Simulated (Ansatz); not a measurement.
`C[Se]C(F)(F)F` and `O=C(F)C(F)(F)F` differ in one atom or group.

Ansatz, PBE0-D4/def2-TZVP geometries, multiplicity 1. 

Scalar relativity is left out up to krypton.

```csv
property,`C[Se]C(F)(F)F`
"ideal-gas entropy at 298 K and 1 bar (rigid rotor, harmonic PBE0-D4/def2-TZVP) / J/(mol·K)",358
HOMO–LUMO gap (PBE0/def2-TZVPP) / eV,6.63
HOMO–LUMO gap (ωB97M-V/def2-TZVPP) / eV,10.79
HOMO energy (PBE0/def2-TZVPP) / eV,-7.07
LUMO energy (B3LYP/def2-TZVPP) / eV,-0.72
LUMO energy (PBE0/def2-TZVPP) / eV,-0.43
```

Give the same properties after the change, and the shifts. (An estimate is asked.)

The calculation gave: 
```
                                                                                  property  `O=C(F)C(F)(F)F`  shift
ideal-gas entropy at 298 K and 1 bar (rigid rotor, harmonic PBE0-D4/def2-TZVP) / J/(mol·K)               334    -24
                                                      HOMO–LUMO gap (PBE0/def2-TZVPP) / eV              8.30   1.67
                                                   HOMO–LUMO gap (ωB97M-V/def2-TZVPP) / eV             13.16   2.37
                                                        HOMO energy (PBE0/def2-TZVPP) / eV            -10.10  -3.03
                                                       LUMO energy (B3LYP/def2-TZVPP) / eV             -2.12  -1.40
                                                        LUMO energy (PBE0/def2-TZVPP) / eV             -1.80  -1.37
```

With PBE0 the HOMO falls by 3.03 eV and the LUMO falls by 1.37 eV, so the gap widens by about 1.66 eV. PBE moves the HOMO by -2.45 eV and ωB97M-V by -3.23 eV. The zero-point energy changes by -66.3 kJ/mol with -6 modes. Modes under 60 cm⁻¹, often nearly free rotors, make the harmonic entropy too high.

B3LYP here is the variant with VWN-RPA as its local correlation; programs differ in this.

Spin–orbit coupling is left out; it splits and shifts lone-pair levels of the heavy atoms by tenths of an eV.
